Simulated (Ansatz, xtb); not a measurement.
# CH5FGeOSi: which of two isomers lies lower

Structure a is `O=[CH][GeH2][SiH2]F`, a singlet and structure b is `O=[CH][Ge@@H]([F])[SiH3]`, a singlet. Both are isolated molecules in the gas phase, relaxed with PBE-D3(BJ)/def2-SVP; the shapes shown needn't be the lowest conformers.

a (Å):

```tsv
atom	x (Å)	y (Å)	z (Å)
C	-2.2765	-0.9546	-2.2226
F	-0.1068	0.0194	0.9810
Ge	-0.7869	-2.0915	-1.4489
O	-2.1416	-0.3474	-3.2616
Si	0.7292	-0.6768	-0.2553
H	-3.2397	-0.8935	-1.6235
H	-0.0436	-2.7636	-2.6326
H	-1.3767	-3.1742	-0.5020
H	1.2472	0.4128	-1.1509
H	1.8780	-1.4487	0.3326
```

b (Å):

```xyz
10

C     1.6024   -0.2681    1.5723
F    -0.5676   -1.4359    3.3618
Ge    0.1543   -1.6701    1.7567
O     2.3084   -0.2403    0.5873
Si   -1.5715   -1.4121    0.1082
H     1.7142    0.4859    2.4152
H     0.8175   -3.0784    1.7734
H    -2.2029   -0.0587    0.2725
H    -2.6125   -2.4844    0.2662
H    -0.9345   -1.5120   -1.2503
```

Quicker runs give these differences E(b) − E(a): GFN2-xTB +6.6 kcal/mol; HF/STO-3G +15.3 kcal/mol (at GFN2-xTB geometries); r2SCAN-D4/def2-SVP +13.2 kcal/mol (at GFN2-xTB geometries).

Task: Estimate E(b) − E(a) at the level CCSD(T)/def2-SVP + ΔMP2/def2-TZVPP.

Result: Calculated at CCSD(T)/def2-SVP + ΔMP2/def2-TZVPP: E(b) − E(a) = +15.0 kcal/mol, so structure a lies lower.

Level by level:

```json
{"level": "GFN2-xTB", "geometry": "GFN2-xTB", "E(b) − E(a) (kcal/mol)": "+6.6", "departure from the last row (kcal/mol)": "−8.4", "job, with rough time for the two": "optimisation, 0.23 s"}
{"level": "HF/STO-3G", "geometry": "GFN2-xTB", "E(b) − E(a) (kcal/mol)": "+15.3", "departure from the last row (kcal/mol)": "+0.3", "job, with rough time for the two": "single point, 0.4 s"}
{"level": "r2SCAN-D4/def2-SVP", "geometry": "GFN2-xTB", "E(b) − E(a) (kcal/mol)": "+13.2", "departure from the last row (kcal/mol)": "−1.9", "job, with rough time for the two": "single point, 2.3 s"}
{"level": "PBE-D3(BJ)/def2-SVP", "geometry": "PBE-D3(BJ)/def2-SVP", "E(b) − E(a) (kcal/mol)": "+11.0", "departure from the last row (kcal/mol)": "−4.0", "job, with rough time for the two": "optimisation, 54 s"}
{"level": "HF/def2-SVP", "geometry": "PBE-D3(BJ)/def2-SVP", "E(b) − E(a) (kcal/mol)": "+12.1", "departure from the last row (kcal/mol)": "−2.9", "job, with rough time for the two": "part of the CCSD(T) run"}
{"level": "MP2/def2-SVP", "geometry": "PBE-D3(BJ)/def2-SVP", "E(b) − E(a) (kcal/mol)": "+12.4", "departure from the last row (kcal/mol)": "−2.6", "job, with rough time for the two": "part of the CCSD(T) run"}
{"level": "CCSD(T)/def2-SVP", "geometry": "PBE-D3(BJ)/def2-SVP", "E(b) − E(a) (kcal/mol)": "+11.9", "departure from the last row (kcal/mol)": "−3.1", "job, with rough time for the two": "single point"}
{"level": "CCSD(T)/def2-SVP + ΔMP2/def2-TZVPP", "geometry": "PBE-D3(BJ)/def2-SVP", "E(b) − E(a) (kcal/mol)": "+15.0", "departure from the last row (kcal/mol)": "", "job, with rough time for the two": "single point, 31 s"}
```

As drawn, b has 1 F–Ge, 1 Si–H in place of 1 F–Si, 1 Ge–H.

None of the levels shown reverses the order. The largest departure from CCSD(T)/def2-SVP + ΔMP2/def2-TZVPP is that of GFN2-xTB, 8.4 kcal/mol. The last row adds to CCSD(T) the change of the MP2 difference between the two basis sets, here +3.1 kcal/mol, a large step that makes the value less sure.

With thermal terms from frequencies at re-optimised GFN2-xTB minima (ideal gas, soft modes damped towards free rotors, one conformer each, 298.15 K, 1 atm): on the last row, ΔE + ΔZPE = +13.8, ΔH = +14.2, ΔG = +13.3 kcal/mol.

The correlated steps freeze 17 core orbitals; the filled d shell of Ge is correlated, in a basis made for valence electrons. Mirror images aren't counted in ΔG. Codes used: Ansatz 0.2.0, xtb 6.7.1; the last row on 2 threads of Intel(R) Xeon(R) 6975P-C (Granite Rapids) on a shared host.
